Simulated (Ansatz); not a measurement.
Reaction (cleavage of the Si–Al bond): `C[CH2][AlH][AlH][SiH3]` + `CC(N)O` → `CC(O)N[SiH3]` + `C[CH2][AlH][AlH2]`

Gas-phase electronic energies from Ansatz, PBE0-D4/def2-TZVP geometries. CCSD(T)/CBS adds triple-zeta CCSD(T) − MP2 to the extrapolated MP2 energy (def2 sets, frozen cores). DFT in def2-TZVPP. One conformer a species, not always the lowest.

CCSD(T)/CBS gives -32.1 kJ/mol.

(1) Another level gave -37.5 kJ/mol. Which?
A. ωB97X-V/def2-TZVPP
B. PBE0-D4/def2-TZVPP
C. ωB97M-V/def2-TZVPP
D. PBE/def2-TZVPP

Largest T1 diagnostic among the species: 0.012.

Results:

(1) C. ωB97M-V -37.5, PBE -10.1, ωB97X-V -33.2, PBE0-D4 -18.8 kJ/mol.

In def2-TZVPP, CCSD(T) changes the Hartree–Fock value by +15.9 kJ/mol (the triples alone add +2.0 kJ/mol) and MP2 by +6.5 kJ/mol. The D4 term adds −4.4 kJ/mol with B3LYP and −2.3 kJ/mol with PBE0; it sums over pairs of atoms, weighted by their polarisabilities, and B3LYP, whose exchange is more repulsive, gets the larger term. From PBE to PBE0 (25 % exact exchange), in def2-TZVPP and without D4, ΔE moves by −6.4 kJ/mol.

B3LYP here is the variant with VWN-RPA as its local correlation; programs differ in this.
